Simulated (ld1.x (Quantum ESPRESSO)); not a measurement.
## Scattering properties, TM potential for Li (Z = 3)

- Element: Li
- Generator: ld1.x (Quantum ESPRESSO) 7.5
- Type: norm-conserving Troullier–Martins (Kleinman–Bylander form)
- Functional: PBE
- Relativity: fully relativistic
- Frozen core: none
- Valence charge: 3
- Reference configuration: 1s2 2s1 2p0
- Partial waves: 2p (bound, empty): rc 4.20 bohr; 1s (bound): rc 0.50 bohr
- Local potential: the s channel
- Core correction: none

Open shells are filled in proportion to 2j + 1 (rel_dist='average').

Occupied shells without a wave of their own: 2s. They enter only through the test configuration that unscreens the potential.

The phase is arctan(r·u′/u) with u = r·R(r), unwrapped; energies in Ry, scanned from -6 to 5 Ry. A pole is an energy at which the radial function vanishes at the test radius. The pseudo phase is shifted by a multiple of π to meet the all-electron one at the reference energy, and phase errors are pseudo minus all-electron; the curves can meet again beyond the range given. Levels narrower than the energy grid can be missing from the lists of poles.

For each channel, where are the poles, and over which energies does the pseudopotential scatter like the atom?

```
channel  radius (bohr)  reference energy (Ry)  poles, all-electron     poles, pseudo  unbroken range about the reference energy with phases within 0.05 rad  phase error 1 Ry above the reference energy (rad)
      s           4.57                  -3.81     0.07, 1.95, 4.94  0.07, 1.95, 4.95                                                        the whole range                                             +0.000
   p1/2           4.57                  -0.08     0.24, 1.80, 4.39        0.25, 2.29                                                              below 0.6                                             +0.702
   p3/2           4.57                  -0.08     0.24, 1.80, 4.39        0.25, 2.29                                                              below 0.6                                             +0.699
```

Phases in the p3/2 channel:

```csv
E (Ry),all-electron,pseudo
-6.00,1.480,1.480
-5.48,1.476,1.476
-4.96,1.471,1.471
-4.44,1.465,1.465
-3.92,1.458,1.458
-3.40,1.450,1.450
-2.88,1.438,1.438
-2.36,1.424,1.423
-1.84,1.402,1.402
-1.32,1.368,1.367
-0.80,1.296,1.295
-0.28,0.946,0.946
0.24,-1.568,-1.564
0.76,-2.195,-2.046
1.28,-4.506,-4.328
1.80,-4.713,-4.627
2.32,-4.840,-4.716
2.84,-5.394,-4.779
3.36,-7.625,-4.856
3.88,-7.790,-5.050
4.40,-7.854,-6.764
4.92,-7.909,-7.623
```
